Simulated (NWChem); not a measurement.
# C2H3BrF2; SMILES FC(CBr)F

```xyz
8

F     -1.2897     1.5590     0.0772
C     -0.0080     1.4137    -0.3021
F      0.6457     2.5628    -0.0141
C      0.6548     0.2989     0.4717
Br    -0.1085    -1.4185     0.0456
H      0.0220     1.2531    -1.3941
H      0.5266     0.4774     1.5474
H      1.7234     0.2622     0.2275
```
Atoms are numbered in this order, from 1.

All runs: NWChem. Pople sets run with spherical d functions. The geometry was optimised at PBE0/def2-SVP. Level: PBE/6-31G* with SMD (1 M gas to 1 M solution), gas-phase geometry.

Q: What does the run give for solvent methanol? Quantities: solvation free energy (kcal/mol); cavity-dispersion-structure term (kcal/mol); dipole in solution (D).

A: The solvation free energy (kcal/mol) is -4.9 and the cavity-dispersion-structure term (kcal/mol) is -1.4. The dipole in solution (D) comes out as 1.72.
